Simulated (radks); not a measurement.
Results of a calculation; reference values are marked as such.
Problem. These are the eigenvalues of the occupied orbitals of an atom or ion with whole-number occupations (hartree). Code: a radial shooting solver on a logarithmic mesh with Libxc functionals. Model: Dirac Kohn-Sham, PBE, spin-unpolarised, spherical densities, finite nucleus; Fermi nuclear charge, rms radius of each element as measured or else 0.836 A^(1/3) + 0.57 fm.

| orbital | eigenvalue |
|---|---|
| 1s1/2 | -844.9250 |
| 2s1/2 | -180.5659 |
| 2p1/2 | -173.5851 |
| 2p3/2 | -168.9351 |

Which element is it, and in what charge state? The configuration may be excited. Open shells, if any, fill j = l - 1/2 first.

Solution. Z = 43, technetium, charge +34: Tc34+ in [He] 2s2 2p5. The list shows which subshells hold electrons but not how many an open one holds; the 1s level, -844.93 hartree, gives Z - s = 41.1 by -(Z - s)^2/2, which with screening and relativity narrows Z to a few neighbours, and the depths of the outer levels then fix element, charge and occupations together.
